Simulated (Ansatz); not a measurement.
Species: sum formula Si₂NH₃Cl₄, net charge 0, singlet state. 
Structure (B3LYP-D3(BJ)/def2-TZVP (Ansatz, an electronic-structure program) minimum search):
SMILES: Cl[SiH](Cl)N[SiH](Cl)Cl
```xyz
10

Cl     2.2985    -0.5977     1.9937
Si     1.4381     0.4799     0.4745
Cl     2.8539     0.6892    -0.9957
N      0.0522    -0.3204    -0.1267
Si    -1.5575     0.2524    -0.1849
Cl    -2.8071    -0.9760     0.8823
Cl    -2.2479     0.2868    -2.1167
H      1.0444     1.8008     0.9694
H      0.2041    -1.2525    -0.4953
H     -1.5993     1.6042     0.3770
```
Charge 0, spin multiplicity 1.

Computed values are from Ansatz. Correlated levels leave the core frozen unless marked. Open shells are spin-unrestricted. No spin-orbit coupling. Non-relativistic. Basis-set limits of correlation are two-point, X^-3; Hartree-Fock from the larger set.

What is the T1 diagnostic at CCSD/cc-pV(Q+d)Z?

0.009.

What is the atomisation energy De at CCSD(T)/CBS(cc-pV(T+d)Z,cc-pV(Q+d)Z)?

3431.8 kJ/mol.

What is the dipole moment at CCSD(T)/aug-cc-pV(D+d)Z?

0.23 D.

What is the total energy at CCSD(T)/CBS(cc-pV(T+d)Z,cc-pV(Q+d)Z)?

-2474.0446 Eh.
